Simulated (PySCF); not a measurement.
This PySCF input asks for the NMR shieldings of SMILES CCC[C@@H]1[C@H]([SiH3])[C@@H]1OC, C7H16OSi; the geometry comes from GFN2-xTB.

```python
import basis_set_exchange as bse
import numpy as np
from pyscf import gto, dft
from pyscf.prop import nmr

atoms = """
C     2.703476    0.620266   -0.297073
C     2.434218   -0.866297   -0.103938
C     0.938596   -1.188314   -0.099758
C     0.227663   -0.578152    1.084115
C    -1.280149   -0.597761    1.185648
Si   -2.341174   -1.362690   -0.166938
C    -0.538424    0.696850    0.952119
O    -0.601592    1.314783   -0.293897
C    -1.695232    2.189938   -0.410483
H     3.773571    0.816012   -0.323494
H     2.266859    1.196303    0.513818
H     2.261485    0.964184   -1.228683
H     2.912314   -1.427459   -0.910459
H     2.878418   -1.199706    0.837942
H     0.486517   -0.811726   -1.016993
H     0.808098   -2.274047   -0.072080
H     0.769319   -0.705521    2.017226
H    -1.668235   -0.723186    2.191592
H    -2.129044   -0.760071   -1.480630
H    -3.740769   -1.167477    0.234974
H    -2.049490   -2.797158   -0.243248
H    -0.497447    1.412119    1.776610
H    -1.634853    2.995564    0.332430
H    -2.647460    1.661828   -0.280249
H    -1.647600    2.615863   -1.410725
"""
names = dict.fromkeys(["C", "Si", "O", "H"], "pcSseg-1")
basis = {el: gto.basis.parse(bse.get_basis(n, elements=[el], fmt="nwchem")) for el, n in names.items()}
mol = gto.M(atom=atoms, basis=basis, charge=0, verbose=0)
mf = dft.RKS(mol, xc="PBE0")
mf.grids.level = 2
mf.grids.alignment = dft.numint.BLKSIZE   # the property module wants whole blocks of grid points
mf.conv_tol = 1e-9
mf.kernel()

calc = nmr.RKS(mf)   # GIAO
C = mf.mo_coeff
Co = C[:, mf.mo_occ > 0]
resp = mf.gen_response(singlet=True, hermi=2)
def vind(x):   # induced exchange potential for any number of trial vectors
    d = np.einsum("pi,xij,qj->xpq", C, 2 * x.reshape(-1, C.shape[1], Co.shape[1]), Co, optimize=True)
    return np.einsum("xpq,pi,qj->xij", resp(d - d.transpose(0, 2, 1)), C, Co, optimize=True).ravel()
mo1, _ = nmr.rhf.solve_mo1(calc, with_cphf=vind)
sigma = calc.kernel(mo1)
for i, s in enumerate(sigma):   # ppm
    w = np.linalg.eigvalsh((s + s.T) / 2)
    print("%2d %-2s iso %8.1f  s11 %8.1f  s22 %8.1f  s33 %8.1f" % (i, mol.atom_pure_symbol(i), w.mean(), *w))
```

**Question.** Give the expected output.

**Answer.** 
```
 0 C  iso    171.4  s11    158.4  s22    171.5  s33    184.3
 1 C  iso    159.0  s11    151.5  s22    154.7  s33    170.8
 2 C  iso    158.9  s11    146.3  s22    155.1  s33    175.4
 3 C  iso    162.1  s11    137.5  s22    147.5  s33    201.1
 4 C  iso    182.7  s11    154.9  s22    172.1  s33    221.1
 5 Si iso    433.7  s11    412.3  s22    420.2  s33    468.7
 6 C  iso    122.4  s11     79.1  s22     99.6  s33    188.5
 7 O  iso    303.4  s11    265.0  s22    297.4  s33    347.7
 8 C  iso    126.0  s11     96.2  s22     99.3  s33    182.5
 9 H  iso     30.7  s11     25.6  s22     27.8  s33     38.6
10 H  iso     30.3  s11     25.3  s22     31.8  s33     33.9
11 H  iso     30.9  s11     26.5  s22     30.1  s33     36.0
12 H  iso     30.0  s11     24.5  s22     28.4  s33     37.2
13 H  iso     30.4  s11     25.8  s22     28.9  s33     36.4
14 H  iso     30.5  s11     26.1  s22     31.9  s33     33.5
15 H  iso     29.7  s11     22.9  s22     30.3  s33     35.9
16 H  iso     30.9  s11     24.1  s22     28.9  s33     39.6
17 H  iso     31.7  s11     24.5  s22     27.6  s33     43.1
18 H  iso     28.0  s11     24.2  s22     27.6  s33     32.2
19 H  iso     27.7  s11     24.0  s22     25.1  s33     33.9
20 H  iso     27.8  s11     23.4  s22     26.3  s33     33.6
21 H  iso     28.5  s11     23.3  s22     27.0  s33     35.2
22 H  iso     28.3  s11     24.0  s22     25.8  s33     35.1
23 H  iso     28.5  s11     23.6  s22     27.9  s33     34.1
24 H  iso     27.9  s11     23.7  s22     24.9  s33     35.1
```

These numbers come from an equivalent density-fitted implementation of the same equations, which agrees with the script to about 0.01 ppm for H and up to a few tenths of a ppm for heavy atoms, so last digits may differ.

Size and cost of the density-fitted run: 240 basis functions, 100 s wall time on 1 thread of an Arm Neoverse N1, shared host; peak memory 1.1 GiB.
